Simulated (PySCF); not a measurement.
# C₆ coefficients of unlike pairs at UHF

Calculated with PySCF 2.14 from the dipole response of each species, C₆(A,B) = (3/π) ∫ α_A(iu) α_B(iu) du, in atomic units, from isotropic polarisabilities. For ions this is the dispersion term alone; charge-induced terms of lower order in 1/R come first.

```json
{"species": "S³⁺", "configuration": "[Ne] 3s2 3p1 (2P)", "basis": "dyall-av3z (19s12p3d2f)", "relativity": "spin-free X2C", "α (bohr³)": "5.506", "C₆ (like pair)": "14.83"}
{"species": "Cl²⁺", "configuration": "[Ne] 3s2 3p3 (4S)", "basis": "aug-cc-pCVQZ-DK (10s9p7d5f3g)", "relativity": "spin-free X2C", "α (bohr³)": "5.944", "C₆ (like pair)": "21.16"}
{"species": "Si²⁺", "configuration": "[Ne] 3s2 (1S)", "basis": "aug-cc-pCVTZ-DK with one added diffuse shell each of s, p, d, f type (9s8p6d4f)", "relativity": "spin-free X2C", "α (bohr³)": "12.42", "C₆ (like pair)": "44.16"}
{"species": "Tc", "configuration": "[Kr] 4d5 5s2 (6S)", "basis": "aug-cc-pwCVTZ-DK (11s10p8d4f3g)", "relativity": "spin-free X2C", "α (bohr³)": "137.4", "C₆ (like pair)": "1568"}
```

Estimate C₆ for Tc with Cl²⁺.

The integral gives 140.7. The combination rule 2 C_A C_B / (C_A α_B/α_A + C_B α_A/α_B) gives 119.2 and the geometric mean 182.2.

No spin-orbit coupling is included.

The other pairs:

```tsv
pair	C₆
Cl²⁺, S³⁺	17.62
Si²⁺, S³⁺	24.73
Tc, Si²⁺	239.5
Tc, S³⁺	124.1
Si²⁺, Cl²⁺	28.68
```
